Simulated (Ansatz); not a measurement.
Diborane 1,1-di F (B2H4F2). Total charge 0; singlet. Geometry PBE-D4/def2-TZVP; atoms count from 1.

```xyz
8

B    -0.080    0.868    0.096
F     0.908    1.690   -0.282
F    -1.192    1.397    0.623
H    -0.398   -0.035   -0.934
B     0.081   -0.885   -0.098
H    -0.831   -1.570    0.256
H     1.094   -1.302   -0.574
H     0.417   -0.164    0.912
```

Estimate the Mulliken populations from the PBE0/def2-TZVP orbitals of Ansatz.


```tsv
atom	charge (e)
B1	0.41
F2	-0.24
F3	-0.24
H4	0.14
B5	-0.32
H6	0.05
H7	0.05
H8	0.14
```
Mulliken values depend strongly on the basis.

And the Mayer bond orders between heavy atoms (over 0.3)?

B1–F2 1.20 (1.34 Å); B1–F3 1.20 (1.34 Å); B1–B5 0.58 (1.77 Å).
